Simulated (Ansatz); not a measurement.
```yaml
crystal:
  periodic: [false, false, false]
  atoms:
    - {symbol: Li, position_ang: [-2.213543, 1.386865, 0.266231]}
    - {symbol: Li, position_ang: [0.160911, 1.700212, 2.014854]}
    - {symbol: Li, position_ang: [1.190733, -1.953397, -1.386284]}
    - {symbol: Li, position_ang: [-1.814525, -0.748473, -1.829281]}
    - {symbol: Li, position_ang: [0.626914, 1.085762, -0.802613]}
    - {symbol: Li, position_ang: [2.590119, -0.235042, 0.867028]}
    - {symbol: Li, position_ang: [-0.564403, -1.126731, 0.982826]}
basis:
  gaussian: {orbitals: def2-mTZVPP, nuclear_model: gaussian}
magnetization: {spin_polarized: true, initial_magnetization: 3}
hamiltonian: {xc: {name: r2SCAN}}
```

```sh
$ ansatz run in.yaml --threads 4 --pin off --events-out ev --progress --plain --max-ram 3916MiB
```

Output, abridged:

```
Functional definition: r2SCAN
931 factors; their error is unknown
mean field evaluation 1: about -1427.0045 eV, gradient 1.1e1 eV
mean field evaluation 2: about -1424.3906 eV, gradient 1.4e1 eV
mean field evaluation 4: about -1429.1071 eV, gradient 5.5e0 eV
mean field evaluation 8: about -1430.0239 eV, gradient 3.4e-1 eV
mean field evaluation 16: about -1430.0385 eV, gradient 9.2e-3 eV
mean field evaluation 32: about -1430.0385 eV, gradient 7.5e-5 eV
mean field evaluation 64: about -1428.4577 eV, gradient 3.3e0 eV
mean field evaluation 96: about -1429.9190 eV, gradient 6.0e-1 eV
mean field evaluation 128: about -1429.9664 eV, gradient 6.8e-6 eV
mean field -1430.03851076 eV, -52.5529459556 hartree, gradient 6.0e-6 eV, S^2 4.064679; 10 other end points of the search recorded, 0 dependent functions left out
reference -1430.03856590 eV, -52.5529479820 hartree; 12, 9 occupied and 65, 68 virtual orbitals, 931 factors
Total energy: -1430.03856590 eV, -52.5529479820 hartree
```

Run time 23 s (4 threads of Arm Neoverse V1 on a shared host).

The charge 0 quartet is spin-contaminated (final ⟨S²⟩ up to 4.06, 3.75 for a pure state).
